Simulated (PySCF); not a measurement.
CH5F2NSi2, SMILES F[SiH2]/C=N/[SiH2]F.

Coordinates come from a TPSSh-D3(BJ)/def2-SVP optimisation. The structure was generated by enumeration; whether it is a known compound was not checked. Other conformers were not sampled.

Two levels are set side by side: PBE/def2-TZVP (PySCF) and PBE0/def2-TZVP (PySCF). Same geometry, gas phase. Differences are taken from unrounded values.

```tsv
quantity	PBE0	PBE	PBE minus PBE0
orbital gap (eV)	5.44	3.05	-2.38
highest occupied level (eV)	-7.41	-6.06	1.36
lowest empty level (eV)	-1.98	-3.00	-1.03
dipole moment (D)	1.00	0.93	-0.07
mean polarisability (bohr³)	69.1	72.9	3.9
```

PBE's occupied levels lie high since its potential decays too fast outside the molecule; exact exchange lowers them and widens the gap. PBE's more diffuse valence density responds more strongly to a field. Differences between two approximate levels are no errors against the true value.

Rough cost on one machine, each run with all the roots and properties that it gave: PBE0 against PBE within a factor of 2.
